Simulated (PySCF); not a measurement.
CH8O2Si2. Atoms are numbered in the order given.

```xyz
13

Si     1.6928     0.9235    -0.0139
Si    -0.3539    -0.2238     0.0232
C     -1.7475     0.8211    -0.6706
O     -0.2716    -1.6730    -0.8142
O     -0.5949    -0.6289     1.6190
H      2.0382     1.3014    -1.4235
H      2.7994     0.0720     0.5204
H      1.6305     2.1871     0.7866
H     -1.8761     1.7426    -0.0797
H     -2.7043     0.2715    -0.6511
H     -1.5521     1.1219    -1.7139
H     -0.4566    -1.6451    -1.7598
H     -1.2072    -1.3589     1.7763
```

Geometry optimised at r2SCAN-D4/def2-SVP. This is a generated structure with no PubChem entry under its InChIKey; it may be hypothetical. Other conformers were not sampled.

Computed with B3LYP/pcSseg-1 in PySCF.

GIAO shieldings, no solvent; atoms listed in one row are averaged. δ = σ(ref) − σ: ²⁹Si against TMS (σ = 338.7 ppm); ¹³C against TMS (σ = 181.3 ppm); ¹⁷O against H2O (σ = 333.8 ppm); ¹H against TMS (σ = 31.68 ppm), references at their B3LYP-D3(BJ)/def2-TZVP geometries, non-relativistic.

Estimate the chemical shifts. (The exact figures need the calculation; the answer reports its results.)


| nucleus | atoms | count | δ (ppm) |
|---|---|---|---|
| ²⁹Si | Si2 | 1 | 12.7 |
| ²⁹Si | Si1 | 1 | -114.4 |
| ¹³C | C3 | 1 | 8.5 |
| ¹⁷O | O4 | 1 | 65.3 |
| ¹⁷O | O5 | 1 | 60.6 |
| ¹H | H6, H7, H8 | 3 | 3.49 |
| ¹H | H13 | 1 | 1.86 |
| ¹H | H12 | 1 | 1.28 |
| ¹H | H9, H10, H11 | 3 | 0.49 |
